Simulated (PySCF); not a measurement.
Static response to an electric field

Compound: C₄H₁₀OSi.
Cartesian coordinates in Å at the GFN2-xTB level; atoms count from 1:
```
atom  x, y, z in Å
C1     2.6867    0.0066   -0.6221
Si2    1.2068   -0.6506    0.3644
C3    -0.3567    0.2909   -0.1928
C4    -1.6133   -0.1704    0.5458
C5    -2.8100    0.5950    0.0681
O6    -3.5749    1.2059    0.7596
H7     2.8044    1.0794   -0.4977
H8     3.6085   -0.4635   -0.2948
H9     2.5773   -0.1910   -1.6848
H10    1.4093   -0.4383    1.8021
H11    1.0125   -2.0836    0.1030
H12   -0.2254    1.3615   -0.0249
H13   -0.5104    0.1624   -1.2662
H14   -1.7866   -1.2299    0.3411
H15   -1.5034   -0.0389    1.6228
H16   -2.9324    0.5736   -1.0349
```

Level: B3LYP/def2-SVPD (PySCF), static field, nuclei fixed, core orbitals frozen in the response. The polarisability tensor in these axes (au):

```
x   97.58 -7.64 -5.28
y   -7.64 70.98 -0.53
z   -5.28 -0.53 73.97
```

**Question.** Diagonalise the tensor; give its mean and Δα, where Δα² is half the sum of the squared differences of the eigenvalues.

**Answer.** Principal values 68.23, 73.74 and 100.55 au; mean 80.84 au = 11.98 Å³ = 13.33 × 10⁻⁴⁰ C²·m²/J; Δα = 29.95 au (37 % of the mean).

**Question.** What is the dipole moment, and where does it point?

**Answer.** (2.57, -1.21, -1.60) D, 3.26 D in size, pointing from the negative to the positive side. Measured along this direction, the outermost atoms are O6 at the negative end and H8 at the positive end.

**Question.** Find the Langevin capture rate constant for H3O+ (19.018 u) meeting this molecule (102.050 u), k = 2.342 × 10⁻⁹ cm³/s × √(α in Å³ / reduced mass in u).

**Answer.** The reduced mass is 16.03 u, so k = 2.02 × 10⁻⁹ cm³/s. The formula leaves out the permanent dipole, which adds to the capture rate.

**Question.** What molar refraction does this α imply?

**Answer.** Lorentz–Lorenz: R = (4π/3)N_A α = 2.5225 cm³/(mol·Å³) × 11.98 Å³ = 30.2 cm³/mol, in the limit of long wavelengths.

**Question.** What would n − 1 = 2πNα be for an ideal gas of these molecules at 400 K and 1 atm, electronic part alone?

**Answer.** N = p/kT = 1.8347 × 10¹⁹ cm⁻³, so n − 1 = 2π × N × 11.98 × 10⁻²⁴ cm³ = 1381 × 10⁻⁶ at long wavelengths, for an ideal gas.

**Question.** How large is μ²/3kT at 273 K beside α?

**Answer.** In Gaussian units μ²/3kT = 94.06 Å³ against 11.98 Å³, a ratio of 7.85; the Debye molar polarisation (4π/3)N_A(α + μ²/3kT) is 267.5 cm³/mol, leaving out the vibrational part.

One conformer (not necessarily the lowest) at the GFN2-xTB geometry, without solvent, vibrations or thermal averaging.
